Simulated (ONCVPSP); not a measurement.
zirconium (Zr): excitation energies, all-electron against ONCV

Zr (Z = 40), optimised norm-conserving Vanderbilt (ONCV), made with ONCVPSP 4.0.1 (PBE, fully relativistic). Core [Ar] 3d10 4s2, reference 4p6 4d2 5s2. Waves: 5s: rc 2.40 bohr, ncon 3, nbas 7, qcut 3.1 1/bohr, 2 projectors, debl 1.7 Ha; 4p: rc 1.50 bohr, ncon 5, nbas 9, qcut 5.9 1/bohr, 2 projectors, debl 2.4 Ha; 4d: rc 2.55 bohr, ncon 4, nbas 9, qcut 6.2 1/bohr, 3 projectors, debl 4 Ha. Local part: polynomial inside 1.00 bohr (lpopt 3, dvloc0 -1 Ha). Core correction: none.

Open shells are filled in proportion to 2j + 1.

Energies are relative to the spin-unpolarised reference configuration 4p6 4d2 5s2; without spin polarisation the order of configurations can differ from experiment.

Give the all-electron excitation energy and the error of the potential for: 4p6 4d2 5s1; 4p6 4d2 5s0; 4p6 4d1 5s0; 4p6 4d2 5s1 5p1.

```csv
valence configuration,charge,ΔE all-electron (eV),error AE − PS (meV)
4p6 4d2 5s1,+1,7.138,-2.7
4p6 4d2 5s0,+2,20.078,-1.6
4p6 4d1 5s0,+3,42.701,+105
4p6 4d2 5s1 5p1,0,3.039,-3.6
```

Note: ghosts flagged at negative energy: s at -48.8 eV; GHOST(+) flagged for s at 88.7 eV, d5/2 at 210.9 eV, d3/2 at 241.3 eV. A true bound ghost makes a file unfit for plane-wave use.
